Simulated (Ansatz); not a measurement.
`[SiH3][N]([SiH3])[InH2]` + HCl → `[Cl][InH2]` + `[SiH3]N[SiH3]` at 600 K and 1 bar (ligand exchange at the In–N bond).

Computed with Ansatz on PBE0-D4/def2-TZVP structures; ΔE is electronic, products minus reactants. CCSD(T)/CBS is the MP2 limit (def2-TZVPP, def2-QZVPP) plus CCSD(T) − MP2 in def2-TZVPP, frozen cores. This one scheme is used for every species. def2 core potentials past Kr. For In outer-core shells are correlated without core-valence functions, which leaves a few kJ/mol of doubt a bond.

```
                  species  CCSD(T)/CBS energy (Eh)  H − E (kJ/mol)  S (J/(mol·K))
`[SiH3][N]([SiH3])[InH2]`               -827.51128           255.1          515.6
                      HCl               -460.38127            35.4          207.2
             `[Cl][InH2]`               -650.81839            65.0          319.0
          `[SiH3]N[SiH3]`               -637.10515           230.1          420.5
```

H − E and S are ideal-gas, rigid-rotor, harmonic terms from PBE0-D4/def2-TZVP. 1 Eh = 2625.50 kJ/mol, R = 8.31446 J/(mol·K).

Task: By hand: ΔE, ΔH, ΔS and ΔG.

Result: ΔE = (-650.81839) + (-637.10515) − (-827.51128) − (-460.38127) = -0.03099 Eh = -81.4 kJ/mol. Δ(H − E) = 65.0 + 230.1 − 255.1 − 35.4 = 4.6, so ΔH = -76.8 kJ/mol. ΔS = 319.0 + 420.5 − 515.6 − 207.2 = 16.7 J/(mol·K). ΔG = -76.8 − 600 × (16.7)/1000 = -86.8 kJ/mol.

Task: By hand: the equilibrium constant, and the temperature at which ΔG would vanish if ΔH and ΔS stayed fixed.

Result: log₁₀ K = −ΔG/(RT ln 10) = 7.6. ΔH and −TΔS have one sign here, so there is no such temperature.

ΔH outweighs TΔS. A doubt of 5 kJ/mol in ΔE shifts log₁₀ K by 0.4 here. Modes under 60 cm⁻¹, often nearly free rotors, make the harmonic entropy too high. These are equilibria of isolated gas molecules and say nothing of rates. Largest T1 diagnostic: 0.015 (customary marks: 0.02 for closed shells, 0.045 for open ones).
